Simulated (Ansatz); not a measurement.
`[CH3][GeH]1[O][SiH2]1`, 10 atoms. The species carries charge 0 and has multiplicity 1. Correlated methods include outer-core shells of Ge, which these sets cover unevenly. Scalar relativity is left out up to krypton. All runs use 4 threads of a server CPU on a shared host. Correlated methods freeze the cores.

Q: Give the basis size and wall time and peak host memory of each of these runs in Ansatz. direct RPA on PBE orbitals/def2-TZVPP energy; RHF-MP2/def2-QZVPP energy; RKS ωB97M-V/def2-QZVPP energy; RKS ωB97X-V/def2-TZVPP energy; RKS ωB97M-V/def2-SVP energy; RKS PBE-D4/def2-TZVPP energy and forces; RHF-CCSD(T)/def2-TZVPP energy; RKS CAM-B3LYP-D4/def2-TZVPP energy; RKS PBE0-D4/def2-TZVP relaxation (10 steps); RKS PBE0-D4/def2-QZVPP energy; RKS PBE0-D4/def2-SVP energy; RHF-CCSD(T)/def2-SVP energy. (Best estimate.)

A: Ansatz gave: Other jobs shared the machine, so times are rough.

| level | job | functions | wall time | peak host memory (GiB) |
| --- | --- | --- | --- | --- |
| RKS PBE0-D4/def2-SVP | energy | 108 | 1.3 s | 0.24 |
| RKS PBE-D4/def2-TZVPP | energy and forces | 236 | 1.8 s | 0.32 |
| RKS CAM-B3LYP-D4/def2-TZVPP | energy | 236 | 2.2 s | 0.71 |
| direct RPA on PBE orbitals/def2-TZVPP | energy | 236 | 3.2 s | 0.59 |
| RKS ωB97M-V/def2-SVP | energy | 108 | 3.2 s | 0.35 |
| RHF-CCSD(T)/def2-SVP | energy | 108 | 3.8 s | 0.49 |
| RKS ωB97X-V/def2-TZVPP | energy | 236 | 4.6 s | 0.77 |
| RKS PBE0-D4/def2-QZVPP | energy | 453 | 7 s | 1.8 |
| RKS ωB97M-V/def2-QZVPP | energy | 453 | 11 s | 2.1 |
| RHF-MP2/def2-QZVPP | energy | 453 | 16 s | 2.6 |
| RKS PBE0-D4/def2-TZVP | relaxation (10 steps) | 183 | 23 s | 0.51 |
| RHF-CCSD(T)/def2-TZVPP | energy | 236 | 74 s | 4.2 |
